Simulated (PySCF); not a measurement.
The free ion Rh2+ in its d7 configuration.

Method (PySCF 2.14, density fitting): CASSCF(7,5) with orbitals averaged over all microstates of the shell, strongly contracted NEVPT2 on the averaged canonical orbitals; basis x2c-TZVPall; spin-free X2C; gas phase; spin-orbit coupling by state interaction with the mean-field operator over all roots.

What is the ground state?

4F (S = 3/2, orbital degeneracy 7), by NEVPT2.

Where do the spin-allowed transitions within the shell lie?

By NEVPT2: 4P at 11481 cm⁻¹ (871 nm).

Which is the lowest state of another spin?

2G at 13164 cm⁻¹ by NEVPT2; CASSCF alone puts it at 14458 cm⁻¹ above the same ground state.

What magnetic behaviour follows?

The lowest spin-orbit level is 10-fold with J = 9/2; the next lies at 2085.9 cm⁻¹. μeff is 6.63 μB at 300 K and 6.62 μB at 10 K; the free-ion value g_J√(J(J+1)) for the Hund's-rule level J = 9/2 is 6.63 μB.

The job took 4.6 s on one thread of Arm Neoverse V1 (shared host), with 63 basis functions, launched as `OMP_NUM_THREADS=1 python lf_run.py task.json out`.
